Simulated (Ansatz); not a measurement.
Reaction: H5Si2OF (fluoro(silyloxy)silane, SMILES F[SiH2]O[SiH3]) → H3SiO (SMILES [O][SiH3], doublet) + SiH2F (SMILES F[SiH2], doublet) (the O-Si bond breaks)
Each species at its own B3LYP-D3(BJ)/def2-TZVP minimum (Ansatz, an electronic-structure program), one conformer.

Total energies in hartree (Ansatz). UHF or UKS for unpaired electrons; spin-orbit terms are left out. Correlated methods leave the cores frozen. No relativity.

```tsv
species	HF/cc-pV(T+d)Z	CCSD(T)/cc-pV(T+d)Z	HF/cc-pV(Q+d)Z	CCSD(T)/cc-pV(Q+d)Z	CCSD(T)/cc-pV(D+d)Z	CCSDT(Q)/cc-pV(D+d)Z
1: H5Si2OF (SMILES F[SiH2]O[SiH3])	-755.35031	-756.14151	-755.37541	-756.22578	-755.86278	-755.86493
2: H3SiO (SMILES [O][SiH3], doublet)	-365.56711	-365.92715	-365.57757	-365.96269	-365.80851	-365.80990
3: SiH2F (SMILES F[SiH2], doublet)	-389.60431	-389.98995	-389.61844	-390.03521	-389.84503	-389.84616
```

Question: Work out the bond dissociation energy (electronic) in kJ/mol: take Hartree-Fock from cc-pV(Q+d)Z, extrapolate the CCSD(T) correlation energy as X^-3 (X = 3, 4), and add CCSDT(Q) - CCSD(T) in cc-pV(D+d)Z. 1 hartree = 2625.5 kJ/mol.

Answer: 
Species 1: correlation (64·(-0.85037) - 27·(-0.79120))/37 = -0.89355; step -0.00215; E1 = -755.37541 + (-0.89355) + (-0.00215) = -756.27111
Species 2: correlation (64·(-0.38512) - 27·(-0.36004))/37 = -0.40342; step -0.00139; E2 = -365.57757 + (-0.40342) + (-0.00139) = -365.98238
Species 3: correlation (64·(-0.41677) - 27·(-0.38564))/37 = -0.43949; step -0.00113; E3 = -389.61844 + (-0.43949) + (-0.00113) = -390.05906
-1·E1 +1·E2 +1·E3 = 0.22967 hartree = 603.0 kJ/mol.
